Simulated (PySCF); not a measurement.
CH5GaO2, SMILES C[O][GaH][OH].

Coordinates come from a PBE-D3(BJ)/def2-SVP optimisation. One conformer was computed; it need not be the lowest.

Computed with PBE/def2-TZVP (PySCF).

The molecule is in vacuum.

Computed frontier levels, gap, dipole moment and polarisability:
```json
{
 "highest_occupied_level": "-6.23 eV",
 "lowest_empty_level": "-1.38 eV",
 "orbital_gap": "4.86 eV",
 "dipole_moment": "1.63 D",
 "quadrupole, principal values (traceless, Buckingham form, about the centre of nuclear charge)": "-6.62, 0.87, 5.74 D·Å",
 "mean_static_polarisability": "50.2 bohr³ (7.43 Å³)",
 "polarisability_principal_values": "38.6, 49.3, 62.5 bohr³"
}
```
